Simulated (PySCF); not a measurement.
Species: C₃H₇FOSi.
Atom-mapped SMILES: `[CH3:1][O:2][C@@H:3]1[SiH2:4][C@@H:5]1[F:6]` (hydrogens: H7, H8, H9 on C1; H10 on C3; H11, H12 on Si4; H13 on C5)

The same species was optimised twice, with GFN2-xTB and with PBE0-D3(BJ)/def2-SVP (PySCF), and the same property calculations (PySCF, gas phase) were run on both structures.

```
      coordinate  GFN2-xTB  PBE0-D3(BJ)/def2-SVP  change
      Si4–C5 (Å)     1.900                 1.883  -0.017
      C3–Si4 (Å)     1.897                 1.884  -0.013
       O2–C3 (Å)     1.394                 1.381  -0.013
       C5–F6 (Å)     1.373                 1.362  -0.011
       C1–O2 (Å)     1.413                 1.406  -0.007
       C3–C5 (Å)     1.544                 1.544   0.000
    O2–C3–C5 (°)     118.3                 117.1    -1.2
   Si4–C5–F6 (°)     119.7                 120.7    +1.0
    C3–C5–F6 (°)     116.5                 115.9    -0.6
   O2–C3–Si4 (°)     115.6                 116.0    +0.4
    C1–O2–C3 (°)     113.7                 113.3    -0.4
   C3–Si4–C5 (°)      48.0                  48.4    +0.4
   Si4–C3–C5 (°)      66.1                  65.8    -0.3
   C3–C5–Si4 (°)      65.9                  65.8    -0.1
C1–O2–C3–Si4 (°)       152                   151      -1
```

Rotational constants: A = 4309, B = 2278, C = 1702 MHz (GFN2-xTB) against A = 4395, B = 2302, C = 1726 MHz (PBE0-D3(BJ)/def2-SVP). Point groups within 0.08 Å: C1 and C1.

On the GFN2-xTB structure: HOMO (eV) -6.85 [PBE0/pcSseg-1]; LUMO (eV) 0.05 [PBE0/pcSseg-1]; dipole (D) 1.70 [PBE0/pcSseg-1]; GIAO shielding of C1 (ppm) 122.9 [PBE0/pcSseg-1]; GIAO shielding of O2 (ppm) 321.7 [PBE0/pcSseg-1]; GIAO shielding of C3 (ppm) 126.1 [PBE0/pcSseg-1]; GIAO shielding of Si4 (ppm) 493.2 [PBE0/pcSseg-1]; GIAO shielding of C5 (ppm) 105.8 [PBE0/pcSseg-1]; GIAO shielding of F6 (ppm) 455.9 [PBE0/pcSseg-1].

Q: What do these properties become on the PBE0-D3(BJ)/def2-SVP structure?

A: 
```csv
property,level,on GFN2-xTB,on PBE0-D3(BJ)/def2-SVP,change
HOMO (eV),PBE0/pcSseg-1,-6.85,-6.88,-0.03
LUMO (eV),PBE0/pcSseg-1,0.05,0.11,+0.06
dipole (D),PBE0/pcSseg-1,1.70,1.74,+0.04
"energy, GFN2-xTB geometry as zero (kcal/mol)",PBE0/pcSseg-1,0.0,-1.1,-1.1
GIAO shielding of C1 (ppm),PBE0/pcSseg-1,122.9,121.9,-1.0
GIAO shielding of O2 (ppm),PBE0/pcSseg-1,321.7,324.3,+2.6
GIAO shielding of C3 (ppm),PBE0/pcSseg-1,126.1,127.7,+1.6
GIAO shielding of Si4 (ppm),PBE0/pcSseg-1,493.2,484.5,-8.7
GIAO shielding of C5 (ppm),PBE0/pcSseg-1,105.8,107.8,+2.0
GIAO shielding of F6 (ppm),PBE0/pcSseg-1,455.9,457.9,+2.0
```

The heavy atoms differ by 0.022 Å rms after alignment. Among bonds between heavy atoms Si4–C5 changes most (-0.017 Å). Changes are differences of the printed values. Neither structure is proved a minimum here.

Conformer computed: `[CH3:1][O:2][C@@H:3]1[SiH2:4][C@@H:5]1[F:6]`: C1–O2–C3–Si4 151°.
